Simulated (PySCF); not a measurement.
H₈OSi₃, SMILES O[SiH]([SiH3])[SiH3].

Geometry optimised at PBE0-D3(BJ)/def2-SVP. Other conformers were not sampled.

Two levels are set side by side: TDDFT-PBE/def2-SVPD (PySCF) and TDDFT-M06-2X/def2-SVPD (PySCF). Vertical, same geometry. The lowest singlet is HOMO→LUMO 99 % with PBE and HOMO→LUMO 93 % with the other functional; states are paired by order. Differences are taken from unrounded values.

| quantity | TDDFT-PBE |
|---|---|
| lowest singlet excitation (eV) | 4.89 |
| lowest triplet excitation (TDA) (eV) | 4.46 |
| first bright state (f over 0.05) (eV) | 5.72 |
| its oscillator strength | 0.10 |

Q: These are the TDDFT-PBE values. What does TDDFT-M06-2X give? (The exact figures need the calculation; the answer reports its results.)

A: 
```json
[
 {"quantity": "lowest singlet excitation (eV)", "TDDFT-M06-2X": "5.40", "TDDFT-PBE minus TDDFT-M06-2X": "-0.51"},
 {"quantity": "lowest triplet excitation (TDA) (eV)", "TDDFT-M06-2X": "5.02", "TDDFT-PBE minus TDDFT-M06-2X": "-0.56"},
 {"quantity": "first bright state (f over 0.05) (eV)", "TDDFT-M06-2X": "6.28", "TDDFT-PBE minus TDDFT-M06-2X": "-0.55"},
 {"quantity": "its oscillator strength", "TDDFT-M06-2X": "0.15", "TDDFT-PBE minus TDDFT-M06-2X": "-0.05"}
]
```

Functionals without exact exchange tend to place singlet excitations lower, as here. Differences between two approximate levels are no errors against the true value.

Rough cost on one machine, each run with all the roots and properties that it gave: TDDFT-M06-2X against TDDFT-PBE about 20 times.
